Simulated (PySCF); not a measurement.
The third ionisation energy along group 14

Calculated with PySCF 2.14 from differences of total energies of unrestricted determinants, without spin-orbit coupling. Values in eV. The last column holds reference values (NIST; (s) semi-empirical, (t) theoretical, else measured). Unmarked ones compare directly (S terms, centres of terms, or small fine structure); those marked * lie between the lowest fine-structure levels and include a spin-orbit shift.

| element | configurations | UHF | PBE | PBE0 | CCSD(T) (valence) | CCSDT (valence) | FCI (valence) | reference |
| --- | --- | --- | --- | --- | --- | --- | --- | --- |
| C (dyall-av2z, non-relativistic) | [He] 2s2 → [He] 2s1 | 45.779 | 47.103 | 47.039 | 47.800 | 47.800 | 47.800 | 47.888 |
| Si (dyall-av2z, non-relativistic) | [Ne] 3s2 → [Ne] 3s1 | 31.958 | 33.393 | 33.255 | 33.152 | 33.152 | 33.152 | 33.493 |
| Ge (dyall-av2z, non-relativistic) | [Ar] 3d10 4s2 → [Ar] 3d10 4s1 | 31.709 | 33.874 | 33.515 | 32.791 | 32.791 | 32.791 | 34.058 |
| Sn (dyall-av2z, non-relativistic) | [Kr] 4d10 5s2 → [Kr] 4d10 5s1 | 27.410 | 29.483 | 29.151 | 28.377 | 28.377 | 28.377 | 30.506 |

| method | elements | mean error (eV) | mean absolute error (eV) | largest error (eV) |
| --- | --- | --- | --- | --- |
| UHF | 4 | -2.272 | 2.272 | -3.096 |
| PBE | 4 | -0.523 | 0.523 | -1.023 |
| PBE0 | 4 | -0.746 | 0.746 | -1.355 |
| CCSD(T) (valence) | 4 | -0.956 | 0.956 | -2.129 |
| CCSDT (valence) | 4 | -0.956 | 0.956 | -2.129 |
| FCI (valence) | 4 | -0.956 | 0.956 | -2.129 |

Errors include the incompleteness of the basis and the frozen core.

"Valence" correlates the outer s and p shells and, in groups 3 to 12 and the f block, the outer d or f shell, open or full, or the next shell where the ion has no valence electron left; the wider scheme adds the next inner shell.
